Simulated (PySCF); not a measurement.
Ligands exchanged one at a time, Ge SH-H. Isolated molecules, 0 K electronic values unless said otherwise. One relaxed conformer stands for each flexible species; it need not be the lowest. Strings in code marks are SMILES.

The T1 excitation (TDA) from two functionals at the same geometries (r2SCAN-D4/def2-TZVP), both in PySCF: PBE-D3(BJ)/def2-TZVP and r2SCAN-D4/def2-TZVP. Excitations are Tamm–Dancoff values on a coarser integration grid. The basis has no diffuse functions, so Rydberg states are missing or too high.

| species | r2SCAN-D4/def2-TZVP (eV) |
|---|---|
| 0 of 4 SH replaced by H (`[SH][Ge]([SH])([SH])[SH]`) | 4.30 |
| 1 of 4 SH replaced by H (`[SH][GeH]([SH])[SH]`) | 4.51 |
| 2 of 4 SH replaced by H | 4.94 |
| 3 of 4 SH replaced by H (`[GeH3][SH]`) | 5.28 |

**Question.** What does PBE-D3(BJ)/def2-TZVP give for each?

**Answer.** 
- 0 of 4 SH replaced by H (`[SH][Ge]([SH])([SH])[SH]`): 3.92
- 1 of 4 SH replaced by H (`[SH][GeH]([SH])[SH]`): 4.13
- 2 of 4 SH replaced by H: 4.55
- 3 of 4 SH replaced by H (`[GeH3][SH]`): 4.89
Over these rows, drawn at random from the members with no instability flagged (it was tested for open shells, ions and some series alone), PBE minus r2SCAN-D4: mean -0.39 eV, from -0.39 eV to -0.38 eV.
